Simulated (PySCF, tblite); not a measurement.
Breaking a bond: CuCl, singlet.

Methods: RHF/LANL2DZ = restricted Hartree-Fock/LANL2DZ, with its core potentials past Ne (PySCF); UKS-B3LYP/6-31G* = unrestricted B3LYP/6-31G*, spherical d run with PySCF; GFN2-xTB, 300 K electronic temperature (tblite); UCCSD(T) = CCSD(T) on UHF/def2-TZVP, 10 core orbitals frozen in PySCF.

Energies relative to the lowest point of each curve near equilibrium, in kJ/mol; the last columns give the difference from UCCSD(T):

```json
[
 {"R / Å": "1.66", "RHF/LANL2DZ": "400.3", "UKS-B3LYP/6-31G*": "189.0", "GFN2-xTB": "137.5", "UCCSD(T)": "240.9", "RHF/LANL2DZ − UCCSD(T)": "159.4", "UKS-B3LYP/6-31G* − UCCSD(T)": "-51.9", "GFN2-xTB − UCCSD(T)": "-103.4"},
 {"R / Å": "1.75", "RHF/LANL2DZ": "237.7", "UKS-B3LYP/6-31G*": "89.0", "GFN2-xTB": "64.9", "UCCSD(T)": "127.5", "RHF/LANL2DZ − UCCSD(T)": "110.2", "UKS-B3LYP/6-31G* − UCCSD(T)": "-38.5", "GFN2-xTB − UCCSD(T)": "-62.6"},
 {"R / Å": "1.86", "RHF/LANL2DZ": "113.3", "UKS-B3LYP/6-31G*": "24.9", "GFN2-xTB": "20.2", "UCCSD(T)": "48.3", "RHF/LANL2DZ − UCCSD(T)": "65.0", "UKS-B3LYP/6-31G* − UCCSD(T)": "-23.4", "GFN2-xTB − UCCSD(T)": "-28.1"},
 {"R / Å": "1.95", "RHF/LANL2DZ": "53.5", "UKS-B3LYP/6-31G*": "3.6", "GFN2-xTB": "4.5", "UCCSD(T)": "15.7", "RHF/LANL2DZ − UCCSD(T)": "37.9", "UKS-B3LYP/6-31G* − UCCSD(T)": "-12.0", "GFN2-xTB − UCCSD(T)": "-11.2"},
 {"R / Å": "2.02", "RHF/LANL2DZ": "25.4", "UKS-B3LYP/6-31G*": "0.0", "GFN2-xTB": "0.1", "UCCSD(T)": "3.6", "RHF/LANL2DZ − UCCSD(T)": "21.7", "UKS-B3LYP/6-31G* − UCCSD(T)": "-3.6", "GFN2-xTB − UCCSD(T)": "-3.6"},
 {"R / Å": "2.08", "RHF/LANL2DZ": "10.7", "UKS-B3LYP/6-31G*": "2.9", "GFN2-xTB": "0.0", "UCCSD(T)": "0.0", "RHF/LANL2DZ − UCCSD(T)": "10.7", "UKS-B3LYP/6-31G* − UCCSD(T)": "2.9", "GFN2-xTB − UCCSD(T)": "0.0"},
 {"R / Å": "2.15", "RHF/LANL2DZ": "2.0", "UKS-B3LYP/6-31G*": "10.9", "GFN2-xTB": "3.1", "UCCSD(T)": "1.5", "RHF/LANL2DZ − UCCSD(T)": "0.5", "UKS-B3LYP/6-31G* − UCCSD(T)": "9.5", "GFN2-xTB − UCCSD(T)": "1.6"},
 {"R / Å": "2.21", "RHF/LANL2DZ": "0.0", "UKS-B3LYP/6-31G*": "20.9", "GFN2-xTB": "7.9", "UCCSD(T)": "6.4", "RHF/LANL2DZ − UCCSD(T)": "-6.4", "UKS-B3LYP/6-31G* − UCCSD(T)": "14.5", "GFN2-xTB − UCCSD(T)": "1.5"},
 {"R / Å": "2.30", "RHF/LANL2DZ": "4.0", "UKS-B3LYP/6-31G*": "39.4", "GFN2-xTB": "17.9", "UCCSD(T)": "18.3", "RHF/LANL2DZ − UCCSD(T)": "-14.4", "UKS-B3LYP/6-31G* − UCCSD(T)": "21.0", "GFN2-xTB − UCCSD(T)": "-0.4"},
 {"R / Å": "2.43", "RHF/LANL2DZ": "19.3", "UKS-B3LYP/6-31G*": "70.5", "GFN2-xTB": "37.1", "UCCSD(T)": "41.8", "RHF/LANL2DZ − UCCSD(T)": "-22.5", "UKS-B3LYP/6-31G* − UCCSD(T)": "28.7", "GFN2-xTB − UCCSD(T)": "-4.7"},
 {"R / Å": "2.55", "RHF/LANL2DZ": "39.2", "UKS-B3LYP/6-31G*": "101.2", "GFN2-xTB": "58.6", "UCCSD(T)": "66.9", "RHF/LANL2DZ − UCCSD(T)": "-27.8", "UKS-B3LYP/6-31G* − UCCSD(T)": "34.2", "GFN2-xTB − UCCSD(T)": "-8.3"},
 {"R / Å": "2.78", "RHF/LANL2DZ": "83.4", "UKS-B3LYP/6-31G*": "159.6", "GFN2-xTB": "107.4", "UCCSD(T)": "118.0", "RHF/LANL2DZ − UCCSD(T)": "-34.6", "UKS-B3LYP/6-31G* − UCCSD(T)": "41.6", "GFN2-xTB − UCCSD(T)": "-10.6"},
 {"R / Å": "3.15", "RHF/LANL2DZ": "154.8", "UKS-B3LYP/6-31G*": "240.4", "GFN2-xTB": "192.6", "UCCSD(T)": "194.9", "RHF/LANL2DZ − UCCSD(T)": "-40.1", "UKS-B3LYP/6-31G* − UCCSD(T)": "45.6", "GFN2-xTB − UCCSD(T)": "-2.3"},
 {"R / Å": "3.43", "RHF/LANL2DZ": "203.4", "UKS-B3LYP/6-31G*": "283.1", "GFN2-xTB": "249.4", "UCCSD(T)": "243.9", "RHF/LANL2DZ − UCCSD(T)": "-40.5", "UKS-B3LYP/6-31G* − UCCSD(T)": "39.2", "GFN2-xTB − UCCSD(T)": "5.5"},
 {"R / Å": "3.76", "RHF/LANL2DZ": "253.4", "UKS-B3LYP/6-31G*": "314.1", "GFN2-xTB": "301.1", "UCCSD(T)": "302.2", "RHF/LANL2DZ − UCCSD(T)": "-48.7", "UKS-B3LYP/6-31G* − UCCSD(T)": "12.0", "GFN2-xTB − UCCSD(T)": "-1.1"},
 {"R / Å": "4.20", "RHF/LANL2DZ": "308.5", "UKS-B3LYP/6-31G*": "335.9", "GFN2-xTB": "347.0", "UCCSD(T)": "333.9", "RHF/LANL2DZ − UCCSD(T)": "-25.4", "UKS-B3LYP/6-31G* − UCCSD(T)": "2.0", "GFN2-xTB − UCCSD(T)": "13.1"},
 {"R / Å": "4.61", "RHF/LANL2DZ": "348.8", "UKS-B3LYP/6-31G*": "347.0", "GFN2-xTB": "372.4", "UCCSD(T)": "342.0", "RHF/LANL2DZ − UCCSD(T)": "6.8", "UKS-B3LYP/6-31G* − UCCSD(T)": "5.0", "GFN2-xTB − UCCSD(T)": "30.4"},
 {"R / Å": "5.13", "RHF/LANL2DZ": "387.9", "UKS-B3LYP/6-31G*": "354.9", "GFN2-xTB": "—", "UCCSD(T)": "344.6", "RHF/LANL2DZ − UCCSD(T)": "43.3", "UKS-B3LYP/6-31G* − UCCSD(T)": "10.3", "GFN2-xTB − UCCSD(T)": "—"},
 {"R / Å": "5.59", "RHF/LANL2DZ": "414.4", "UKS-B3LYP/6-31G*": "358.9", "GFN2-xTB": "—", "UCCSD(T)": "345.3", "RHF/LANL2DZ − UCCSD(T)": "69.2", "UKS-B3LYP/6-31G* − UCCSD(T)": "13.6", "GFN2-xTB − UCCSD(T)": "—"},
 {"R / Å": "6.29", "RHF/LANL2DZ": "445.1", "UKS-B3LYP/6-31G*": "362.1", "GFN2-xTB": "—", "UCCSD(T)": "345.5", "RHF/LANL2DZ − UCCSD(T)": "99.6", "UKS-B3LYP/6-31G* − UCCSD(T)": "16.6", "GFN2-xTB − UCCSD(T)": "—"},
 {"R / Å": "7.34", "RHF/LANL2DZ": "476.5", "UKS-B3LYP/6-31G*": "364.9", "GFN2-xTB": "—", "UCCSD(T)": "345.6", "RHF/LANL2DZ − UCCSD(T)": "130.9", "UKS-B3LYP/6-31G* − UCCSD(T)": "19.3", "GFN2-xTB − UCCSD(T)": "—"},
 {"R / Å": "8.35", "RHF/LANL2DZ": "496.4", "UKS-B3LYP/6-31G*": "—", "GFN2-xTB": "—", "UCCSD(T)": "345.6", "RHF/LANL2DZ − UCCSD(T)": "150.7", "UKS-B3LYP/6-31G* − UCCSD(T)": "—", "GFN2-xTB − UCCSD(T)": "—"}
]
```

RHF/LANL2DZ is furthest from UCCSD(T) at 1.66 (159.4 kJ/mol, above); its mean absolute difference over the points is 53.0 kJ/mol.

UKS-B3LYP/6-31G* is furthest from UCCSD(T) at 1.66 (-51.9 kJ/mol, below); its mean absolute difference over the points is 21.2 kJ/mol.

GFN2-xTB is furthest from UCCSD(T) at 1.66 (-103.4 kJ/mol, below); its mean absolute difference over the points is 17.0 kJ/mol.

A dash means that the run gave no value there, or that the column was ended at a point which the program doubted or which failed a test of continuity chosen for this set; such a test can also cut sound points.

The restricted form behind RHF/LANL2DZ keeps the bonding electrons paired and can't separate into open-shell fragments. The unrestricted solution behind UKS-B3LYP/6-31G* changes between 7.34 and 8.35 Å, which can leave a kink. The unrestricted determinant behind UKS-B3LYP/6-31G* is spin-contaminated at 2.08 to 8.35 Å (<S²> up to 1.6, against 0.00 for a pure singlet). The unrestricted determinant behind UCCSD(T) is spin-contaminated at 3.76 to 8.35 Å (<S²> up to 1.0, against 0.00 for a pure singlet).
